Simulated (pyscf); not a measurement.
# Cl–Ti(Cl)(Cl)–SeH, singlet

Gas-phase minimum from PySCF at ωB97X-D3(BJ)/def2-SVP, one conformer. 

```
Ti
Cl 1 2.1433
Cl 1 2.1564 2 112.86
Cl 1 2.1564 2 112.79 3 -125.13
Se 1 2.3522 2 103.00 4 -117.43
H 5 1.4729 1 87.66 2 -179.58
```
Charge 0, spin multiplicity 1.

Properties at ωB97X-D3(BJ)/def2-SVP:

* **Harmonic wavenumbers, unscaled**: 88, 90, 116, 121, 125, 170, 330, 429, 472, 516, 541, 2468 cm⁻¹
* **Zero-point energy**: 7.8 kcal/mol
* **Rotational symmetry number**: 1
* **Entropy of this conformer at 298 K and 1 atm, rigid rotor and harmonic oscillator, modes under 100 cm⁻¹ raised to 100**: 399.4 J/(mol K)
* **Dipole moment**: 0.95 D

Single-point totals, which compare only within one level:

| level | total energy (hartree) |
|---|---|
| ωB97X-D3(BJ)/def2-TZVP | -4632.43586 |
| PBE/def2-TZVP | -4631.38561 |
| r²SCAN/def2-TZVP | -4632.40020 |
| B3LYP-D3(BJ)/def2-TZVP | -4632.62723 |
| PBE0-D3(BJ)/def2-TZVP | -4631.57899 |
| M06-2X/def2-TZVP | -4632.43307 |
| ωB97M-D3(BJ)/def2-TZVP | -4632.68908 |

Soft torsions are taken as harmonic, which can shift the entropy by several J/(mol K). Elements up to Kr have no core potential and no relativistic terms here.
